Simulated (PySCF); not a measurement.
A compound of formula C27H15P has these computed shifts in ppm, with the number of atoms in brackets (GIAO mPW1PW91/pcSseg-1, gas phase, PySCF SCF with an in-house response code, fitting set def2-universal-JFIT up to Ne and JKFIT beyond, grid level 2, non-relativistic, geometry: GFN2-xTB; 13C, 1H against isolated TMS; 31P against isolated PH3).

13C: 172.8 (1), 145.6 (1), 142.0 (1), 139.3 (1), 138.5 (1), 138.2 (1), 136.9 (1), 136.7 (1), 136.7 (1), 136.5 (1), 136.0 (1), 134.6 (1), 134.5 (1), 134.0 (1), 133.9 (1), 133.2 (1), 132.7 (1), 132.7 (1), 132.5 (1), 132.4 (1), 131.9 (1), 131.9 (1), 131.5 (1), 129.2 (1), 127.9 (1), 125.9 (1), 122.3 (1)
1H: 10.01 (1), 9.79 (1), 9.30 (1), 8.91 (1), 8.90 (1), 8.51 (1), 8.28 (1), 8.24 (1), 8.01 (1), 8.00 (1), 7.96 (1), 7.90 (1), 7.90 (1), 7.80 (1), 7.69 (1)
31P: 497.0 (1)

**Question.** Which structure gave them?

**Answer.** c1ccc2c(c1)cc1cpcc3c4cc5cccc6cccc(c4cc2c13)c65. Other isomers were not compared.
